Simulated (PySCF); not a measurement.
The linear singlet lies higher and needs more than one determinant, so no gap is given.

B3LYP has the VWN-RPA correlation part, as in Gaussian. 

## CN$_{2}$, SMILES `C([N])#N` (lower triplet) (charge 0, multiplicity 3)

The numbers are results of B3LYP-D3(BJ)/def2-TZVP run with PySCF, not measurements.

```json
{
 "highest_occupied_spin_orbital": "-9.57 eV",
 "dipole_moment": "0.00 D",
 "total_energy": "-147.5519 Ha",
 "cost": "roughly 18 core-seconds"
}
```

```xyz
3

N      1.2135     0.1610     0.0000
C      0.0000     0.0000     0.0000
N     -1.2135    -0.1610     0.0000
```
Charge 0, spin multiplicity 3.
